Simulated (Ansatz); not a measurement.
`C[SiH2][SiH]1B[SiH2]1` → `[SiH3][SiH]1B[SiH2]1` + `[CH2]` (triplet)  (formal loss of a carbene)

Calculated with Ansatz (gas phase, PBE0-D4/def2-TZVP geometries, no zero-point term in ΔE). CBS: MP2 limit from def2 TZ/QZ plus the TZ coupled-cluster correction, frozen cores. This one scheme is used for every species. DFT in def2-TZVPP. B3LYP here is the variant with VWN-RPA as its local correlation; programs differ in this. Triplets are unrestricted, without spin–orbit coupling. One conformer a species, not always the lowest.

`C[SiH2][SiH]1B[SiH2]1`:

```xyz
14

C     2.117   -0.028    0.465
Si    1.009    0.958   -0.677
Si   -0.985   -0.143   -1.219
B    -1.835   -1.565   -0.299
Si   -1.832   -0.412    1.192
H     1.648   -0.196    1.435
H     2.348   -1.000    0.025
H     3.055    0.510    0.626
H     1.699    1.166   -1.984
H     0.721    2.307   -0.115
H    -1.545    0.368   -2.505
H    -2.765   -2.200   -0.684
H    -3.010   -0.034    2.019
H    -0.624    0.270    1.720
```

`[SiH3][SiH]1B[SiH2]1`:

Z-matrix (Å, degrees):
```
Si
Si 1 2.333
H 1 1.487 2 111.4
H 1 1.490 2 108.0 3 118.5
H 1 1.484 2 110.7 3 -122.3
B 2 1.893 1 127.9 3 114.0
Si 2 2.577 1 94.8 3 77.5
H 2 1.492 1 110.6 3 -67.3
H 6 1.190 2 125.8 1 172.9
H 7 1.484 2 91.4 1 1.7
H 7 1.487 2 138.8 1 -120.9
```

`[CH2]` (triplet):

Cartesian coordinates in Å:
```
C 0.092 0.055 0.254
H -0.679 -0.699 0.247
H 0.588 0.644 -0.501
```

CCSD(T)/CBS gives +475.5 kJ/mol.

Task: Another level gave +478.5 kJ/mol. Which?
A. B3LYP/def2-TZVPP
B. HF/def2-TZVPP
C. ωB97M-V/def2-TZVPP
D. B3LYP-D4/def2-TZVPP

Result: C. ωB97M-V 478.5, B3LYP-D4 467.3, B3LYP 455.1, HF/def2-TZVPP 321.1 kJ/mol.

Largest T1 diagnostic among the species: 0.016.

From PBE to PBE0 (25 % exact exchange), in def2-TZVPP and without D4, ΔE moves by −7.5 kJ/mol. In def2-TZVPP, CCSD(T) changes the Hartree–Fock value by +141.6 kJ/mol (the triples alone add +12.0 kJ/mol) and MP2 by +157.1 kJ/mol. The D4 term adds +12.2 kJ/mol with B3LYP and +6.9 kJ/mol with PBE0; it sums over pairs of atoms, weighted by their polarisabilities, and B3LYP, whose exchange is more repulsive, gets the larger term.
